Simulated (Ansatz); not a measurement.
Si2NH9O3F2, closed shell: a trajectory.

Input (in.yaml):

```yaml
crystal:
  periodic: [false, false, false]
  atoms:
    - {symbol: Si, position_ang: [0.010513, 0.679743, 1.127567]}
    - {symbol: O, position_ang: [0.002672, 0.128713, -0.900378]}
    - {symbol: Si, position_ang: [-1.043647, 0.770151, -2.038870]}
    - {symbol: F, position_ang: [-0.434857, 2.089558, 0.511968]}
    - {symbol: F, position_ang: [0.026670, 1.105839, 2.697323]}
    - {symbol: O, position_ang: [-1.181532, -0.459812, 1.208104]}
    - {symbol: H, position_ang: [1.252289, -1.773613, 0.375087]}
    - {symbol: N, position_ang: [1.648925, 0.155322, 1.019181]}
    - {symbol: H, position_ang: [0.182982, -0.851852, -0.898109]}
    - {symbol: O, position_ang: [0.739902, -2.287725, -0.279323]}
    - {symbol: H, position_ang: [-1.094655, -0.201710, -3.160147]}
    - {symbol: H, position_ang: [-0.485336, 2.059022, -2.500389]}
    - {symbol: H, position_ang: [-2.394942, 0.954621, -1.465457]}
    - {symbol: H, position_ang: [-1.572698, -0.486428, 2.084556]}
    - {symbol: H, position_ang: [2.212521, 0.360620, 1.830723]}
    - {symbol: H, position_ang: [2.155588, 0.356239, 0.171197]}
    - {symbol: H, position_ang: [-0.024593, -2.598585, 0.216867]}
basis:
  gaussian: {orbitals: def2-SVP}
hamiltonian: {xc: pbe0, dispersion: d4}
md: {n_steps: 30, timestep: 0.5, temperature: 700, ensemble: nvt_langevin, seed: 380, friction: 0.05, dt: 10, initial_velocities: maxwell_boltzmann}
```

Command:

```bash
ansatz run in.yaml --threads 2 --pin off --events-out ev --progress --plain --max-ram 31744MiB --backend cpu
```

Output of Ansatz 0.2.0:

```
Error: YAML parse error: error: line 24 column 103: unknown field `dt`, expected one of timestep, n_steps, ensemble, temperature, temperature_schedule, friction, pressure, stress_2d, fix_cell, beads, quantum_up_to, nose_hoover, initial_velocities, initial_site_velocities, seed, constraints, density_extrapolation, masses
  --> <input>:24:66
   |
22 | …
23 | …}
24 | …rature: 700, ensemble: nvt_langevin, seed: 380, friction: 0.05, dt: 10, initial_velocities: maxwell_boltzmann}
   |                                                                  ^ unknown field `dt`, expected one of timestep, n_steps, ensemble, temperature, temperature_schedule, friction, pressure, stress_2d, fix_cell, beads, quantum_up_to, nose_hoover, initial_velocities, initial_site_velocities, seed, constraints, density_extrapolation, masses
```

Time: 0.05 s of wall clock on 2 CPU threads of an AMD EPYC 7R13; the host was shared. Peak host memory: 0.97 GiB.


The program refused the input. The block holds a key that the program does not know.